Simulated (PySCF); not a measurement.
# Diatomics of H with group 12

CCSD(T) with double-zeta basis sets in PySCF, for the lowest determinant that a PBE0 search found; no spin–orbit coupling. De refers to high-spin ground-configuration atoms.

| M | basis | reference, frozen orbitals | state (unpaired electrons) | Re (Å) | ωe (cm⁻¹) | De (eV) |
| --- | --- | --- | --- | --- | --- | --- |
| Zn | def2-SVPD | UHF, 5 | doublet (σ ↑) | 1.600 | 1623 | 1.20 |
| Cd | cc-pVDZ-PP/cc-pVDZ | UHF, 0 | doublet (σ ↑) | 1.745 | 1479 | 0.68 |
| Hg | def2-SVP | UHF, 0 | doublet (σ ↑) | 1.788 | 1169 | 0.18 |

The shortest bond is that of ZnH (1.600 Å), the longest that of HgH (1.788 Å). ZnH is bound most strongly (1.20 eV) and HgH least (0.18 eV).

The rows differ in basis set, which adds steps of its own.

Down a group the atoms grow and get heavier, so bonds lengthen and wavenumbers fall; this series shows no clear exception.

Correlated steps freeze the inner cores (0 to 5 orbitals); shallow outer-core shells are correlated. Weak bonds: HgH. Basis-set superposition, not corrected here, can be much of De in a small basis, most of all at correlated wavefunction levels. Spin–orbit coupling is left out. States were picked by a PBE0 search and need not be the measured ground states.
